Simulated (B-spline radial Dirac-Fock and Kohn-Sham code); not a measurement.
# Dipole and non-dipole photoemission parameters of Tc⁶⁺ 3d5/2

System: the Tc⁶⁺ ion, configuration 1s2 2s2 2p6 3s2 3p6 3d10 4s2 4p6 4d1; threshold 357.1 eV (orbital energy of the model). Level of theory: Dirac-Hartree-Slater photoionisation with a Latter tail; cross sections with all multipoles, angular parameters from the dipole term and its interference with E2; a radial atomic solver.

| hν (eV) | σ (kb) | β | γ | δ |
| --- | --- | --- | --- | --- |
| 417 | 2100 | 0.531 | -0.048 | 0.007 |
| 450 | 1880 | 0.659 | -0.049 | 0.012 |
| 600 | 1040 | 0.992 | -0.012 | 0.025 |
| 662 | 829 | 1.061 | 0.012 | 0.029 |
| 800 | 515 | 1.153 | 0.070 | 0.036 |
| 947 | 328 | 1.200 | 0.137 | 0.043 |
| 1320 | 127 | 1.219 | 0.298 | 0.058 |
| 1450 | 95.8 | 1.211 | 0.349 | 0.063 |
| 1540 | 79.8 | 1.203 | 0.382 | 0.066 |
| 1560 | 76.7 | 1.202 | 0.390 | 0.067 |
| 1740 | 54.5 | 1.183 | 0.453 | 0.074 |
| 2984.4 | 9.22 | 1.030 | 0.780 | 0.123 |
| 7210 | 0.365 | 0.699 | 1.275 | 0.289 |
| 8047.8 | 0.238 | 0.659 | 1.327 | 0.319 |
| 8980 | 0.154 | 0.620 | 1.376 | 0.352 |
| 9610 | 0.118 | 0.597 | 1.404 | 0.374 |
| 10800 | 0.0739 | 0.557 | 1.450 | 0.414 |
| 11200 | 0.0638 | 0.545 | 1.464 | 0.428 |
| 11500 | ? | ? | ? | ? |
| 12000 | 0.0482 | 0.522 | 1.488 | 0.453 |

Problem. Give the values at 11500 eV.

Solution. σ = 0.0573 kb, β = 0.536, γ = 1.473, δ = 0.437.

Values without a named source are computed, but for edge energies of neutral atoms, which are taken from tables.
